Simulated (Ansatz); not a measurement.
`CO[Si](F)(F)S` and `CO[Si](F)(F)F` differ in one atom or group.

Ansatz, PBE0-D4/def2-TZVP geometries, multiplicity 1. Each molecule was computed in one conformer, which needn't be the lowest.

```tsv
property	`CO[Si](F)(F)S`
size of the dipole moment (PBE/def2-TZVPP) / D	2.16
zero-point energy (PBE0-D4/def2-TZVP) / kJ/mol	155.0
ideal-gas entropy at 298 K and 1 bar (rigid rotor, harmonic PBE0-D4/def2-TZVP) / J/(mol·K)	384
LUMO energy (B3LYP/def2-TZVPP) / eV	-0.07
LUMO energy (ωB97M-V/def2-TZVPP) / eV	2.06
HOMO energy (ωB97M-V/def2-TZVPP) / eV	-10.31
```

(1) Give the same properties after the change, and the shifts. (Best estimate.)

Answers

(1) Ansatz gave: 
```tsv
property	`CO[Si](F)(F)F`	shift
size of the dipole moment (PBE/def2-TZVPP) / D	2.33	0.17
zero-point energy (PBE0-D4/def2-TZVP) / kJ/mol	137.8	-17.2
ideal-gas entropy at 298 K and 1 bar (rigid rotor, harmonic PBE0-D4/def2-TZVP) / J/(mol·K)	360	-24
LUMO energy (B3LYP/def2-TZVPP) / eV	0.41	0.48
LUMO energy (ωB97M-V/def2-TZVPP) / eV	2.42	0.36
HOMO energy (ωB97M-V/def2-TZVPP) / eV	-11.85	-1.54
```

With PBE0 the HOMO falls by 1.32 eV and the LUMO rises by 0.54 eV, so the gap widens by about 1.86 eV. PBE moves the HOMO by -0.94 eV and ωB97M-V by -1.54 eV. The zero-point energy changes by -17.2 kJ/mol with -3 modes. Dipoles are sizes alone; their direction can turn. Modes under 60 cm⁻¹, often nearly free rotors, make the harmonic entropy too high.

B3LYP here is the variant with VWN-RPA as its local correlation; programs differ in this.
